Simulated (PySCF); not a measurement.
## Polarisability and C₆ of Li (lithium, neutral)

[He] 2s1, 2S determinant. Computed with PySCF 2.14 in def2-TZVPPD, with no relativity, point nucleus. Coupled (time-dependent) response in atomic units; α is the mean over directions.

| method | mean α (bohr³) | C₆ (like pair) | S(−4) |
| --- | --- | --- | --- |
| UHF | 166.6 | 1446 | 34920 |
| PBE | 140.0 | 1115 | 24640 |
| PBE0 | 145.3 | 1179 | 26480 |
| PW91 | 140.9 | 1123 | 25060 |
| PBEsol | 143.1 | 1153 | 25720 |

S(−4) is the Cauchy moment in α(ω) = α(0) + S(−4) ω² + …

Reference α: 164.1 bohr³ (recommended; Schwerdtfeger and Nagle, table of static dipole polarizabilities (2023 update)). Published C₆: 1392 (Chu and Dalgarno (2004); Tang, Norbeck and Certain (1976)).

α(iu) at PW91:

```json
{"u (hartree)": "0", "α(iu) (bohr³)": "140.9"}
{"u (hartree)": "0.0500", "α(iu) (bohr³)": "97.59"}
{"u (hartree)": "0.100", "α(iu) (bohr³)": "51.02"}
{"u (hartree)": "0.200", "α(iu) (bohr³)": "17.90"}
{"u (hartree)": "0.300", "α(iu) (bohr³)": "8.835"}
{"u (hartree)": "0.500", "α(iu) (bohr³)": "3.566"}
{"u (hartree)": "0.750", "α(iu) (bohr³)": "1.758"}
{"u (hartree)": "1.00", "α(iu) (bohr³)": "1.080"}
{"u (hartree)": "1.50", "α(iu) (bohr³)": "0.5591"}
{"u (hartree)": "2.00", "α(iu) (bohr³)": "0.3561"}
{"u (hartree)": "3.00", "α(iu) (bohr³)": "0.1895"}
{"u (hartree)": "5.00", "α(iu) (bohr³)": "0.08409"}
```

A single London oscillator, α(iu) = α/(1 + u²/ω²), gives C₆ = (3/4) ω α². Matching the computed C₆ needs ω = 4 × 1123 / (3 × 140.9²) = 0.0754 hartree.
